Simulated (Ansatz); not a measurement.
Basis-set extrapolation for C2H8BNSi, SMILES `CB1CN1[SiH3]` (PBE0-D4/def2-TZVP geometry, frozen core, Ansatz). Multiplicity 1, RHF reference.

```
                      def2-TZVPP   def2-QZVPP
                 HF  -448.546856  -448.563656
    MP2 correlation    -0.767855    -0.818868
CCSD(T) correlation    -0.851776      not run
```

Energies in hartree. Use E(X) = E(∞) + A·exp(−7.88·√X) for Hartree–Fock and E(X) = E(∞) + B·X^(−2.97) for correlation, with X = 3 and 4, and add CCSD(T) minus MP2 of the smaller set to the MP2 limit.

**Question.** What is the CCSD(T) energy at the basis-set limit?

**Answer.** HF limit: -448.563656 + (-0.016800) × 0.13774 = -448.56597. MP2 limit: -0.818868 + (-0.051013) × 0.74074 = -0.85666. Higher-order term: -0.851776 − (-0.767855) = -0.08392. Total: -449.50655 hartree, 283.3 kJ/mol below CCSD(T)/def2-TZVPP.
